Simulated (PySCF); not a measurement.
Delta-SCF ions had no search for a lower state. 

Cartesian coordinates (Å):
```xyz
17

C      2.9381    -0.2317     0.0557
C      1.6822     0.6317    -0.0255
Ge    -0.0096    -0.3717     0.0466
I     -0.0554    -1.7013     2.2349
I     -0.0410    -2.0178    -1.9150
C     -1.6472     0.7167    -0.0426
C     -2.9463    -0.0821     0.0176
H      2.9799    -0.9543    -0.7740
H      2.9701    -0.8016     0.9971
H      3.8464     0.3903     0.0070
H      1.6443     1.2062    -0.9667
H      1.6324     1.3556     0.8056
H     -1.5717     1.4331     0.7931
H     -1.5678     1.2931    -0.9800
H     -3.8211     0.5856    -0.0383
H     -3.0142    -0.7968    -0.8171
H     -3.0192    -0.6550     0.9550
```
Charge 0, multiplicity 1.

**Question.** Predict the S1 oscillator strength, dipole moment and vertical ionisation energy (Delta-SCF) from ωB97X-D3(BJ)/def2-TZVP // B3LYP-D3(BJ)/def2-SVP (PySCF).

**Answer.** 
- S1 oscillator strength: 0.048
- dipole moment: 2.91 D
- vertical ionisation energy (Delta-SCF): 9.43 eV
